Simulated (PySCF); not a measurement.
## Potential energy of PmS along the bond

Set-up: Pm x2c-SVPall, S x2c-SVPall; spin-free X2C with a Gaussian nucleus (PySCF 2.14). Energies in eV from Pm (4f5 6s2) + S in their ground configurations at the same level. State: sextet, about 4.8 electrons in the 4f shell (Mulliken), real f orbitals that mix terms.

All columns are PBE0. A positive dipole means Pm(−)S(+).

```
R (Å)  E (eV)   μ (D)  Mulliken charge on Pm (basis-dependent)  HOMO (eV)  LUMO (eV)  Mayer bond order  ⟨S²⟩
2.041  -3.130   -4.48                                     0.13      -4.02      -1.74              2.63  8.80
2.136  -3.837   -5.43                                     0.21      -4.09      -1.84              2.55  8.79
2.231  -4.223   -6.39                                     0.28      -4.15      -1.94              2.48  8.79
2.302  -4.358   -7.10                                     0.33      -4.20      -2.00              2.42  8.79
2.373  -4.395   -7.81                                     0.38      -4.25      -2.05              2.38  8.79
2.444  -4.355   -8.51                                     0.42      -4.31      -2.11              2.34  8.79
2.539  -4.215   -9.38                                     0.46      -4.43      -2.18              2.29  8.79
2.658  -3.941  -10.21                                     0.49      -4.39      -2.28              2.24  8.79
2.800  -3.518  -10.77                                     0.51      -4.26      -2.43              2.19  8.81
2.990  -2.888  -10.79                                     0.51      -4.17      -2.60              2.05  8.93
```

A fit through these points gives, at Re = 2.368 Å, μ = -7.76 D and dμ/dR = -9.94 D/Å; the reduced mass is 26.19 u.

Problem. How strong is the fundamental in the double-harmonic approximation, I = 42.26·(dμ/dR)²/μred km/mol?

Solution. I = 42.26·(-9.94)²/26.19 = 159 km/mol at PBE0.

⟨S²⟩ of the unrestricted solution departs from its pure value on part of the curve, where spin states mix. These are scalar-relativistic numbers at best; spin–orbit coupling would shift them, the dissociation energy most. With d or f electrons several states lie close, and the lowest PBE0 determinant need not be the measured ground state.
